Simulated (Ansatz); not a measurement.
`[SeH][SiH]1BO1` + `[NH2][GaH2]` → `B1O[SiH2]1` + `[NH2][GaH][SeH]`  (redistribution)

Program: Ansatz. Geometries: PBE0-D4/def2-TZVP. ΔE: electronic, gas phase. CCSD(T)/CBS adds triple-zeta CCSD(T) − MP2 to the extrapolated MP2 energy (def2 sets, frozen cores). Functionals use def2-TZVPP. HSE06 is defined as in plane-wave codes. For Ga, Se outer-core shells are correlated without core-valence functions, which leaves a few kJ/mol of doubt a bond. Scalar relativity is left out up to krypton. Each species was taken in one conformer, which may not be the lowest.

`[SeH][SiH]1BO1`:

```xyz
7

Se   -1.241   -0.722    1.689
Si   -0.366   -0.012   -0.264
B     1.381   -0.440   -0.865
O     1.233    0.698   -0.171
H    -2.056    0.488    1.871
H    -1.289    0.944   -0.914
H     2.338   -0.957   -1.346
```

`[NH2][GaH2]`:

Cartesian coordinates in Å:
```
N -0.263 0.536 0.743
Ga 0.237 -0.483 -0.671
H -0.273 1.541 0.737
H -0.562 0.163 1.628
H 0.673 0.275 -1.964
H 0.188 -2.031 -0.474
```

`B1O[SiH2]1`:

Cartesian coordinates in Å:
```
B -0.283 -0.517 -0.991
O -1.043 0.335 -0.291
Si 0.449 0.182 0.616
H -0.482 -1.096 -2.011
H 0.205 -0.387 1.961
H 1.153 1.482 0.715
```

`[NH2][GaH][SeH]`:

Cartesian coordinates in Å:
```
N 0.632 0.606 1.221
Ga -0.337 -0.339 0.020
Se 0.121 0.146 -2.212
H 1.318 1.298 0.975
H 0.539 0.497 2.216
H -1.390 -1.393 0.463
H -0.883 -0.815 -2.685
```

Is it downhill or uphill in electronic energy at CCSD(T)/CBS, and by how much? (Estimate.)

The calculation gave: Downhill: ΔE = -8.9 kcal/mol.

What do these levels give: r2SCAN-D4, ωB97X-V, ωB97M-V, B2PLYP, BLYP, r2SCANh, HSE06, CAM-B3LYP, CCSD(T)/def2-TZVPP, MP2/def2-QZVPP, SCS-MP2/def2-QZVPP, CCSD/CBS(def2)? (An estimate is asked.)

Ansatz gave: r2SCAN-D4 -8.0, ωB97X-V -8.4, ωB97M-V -8.1, B2PLYP -9.0, BLYP -8.4, r2SCANh -8.3, HSE06 -8.2, CAM-B3LYP -8.8, CCSD(T)/def2-TZVPP -9.2, MP2/def2-QZVPP -8.7, SCS-MP2/def2-QZVPP -9.0, CCSD/CBS(def2) -9.3 kcal/mol.

Largest T1 diagnostic among the species: 0.017.

From PBE to PBE0 (25 % exact exchange), in def2-TZVPP and without D4, ΔE moves by −0.9 kcal/mol. Leaving LDA and LC-ωPBE aside and taking each functional with its dispersion term where it has one, the values, not all of them listed here, spread over 3.7 kcal/mol, from BHLYP-D4 to B97M-V. In def2-TZVPP, CCSD(T) changes the Hartree–Fock value by +2.3 kcal/mol (the triples alone add +0.4 kcal/mol) and MP2 by +2.5 kcal/mol.
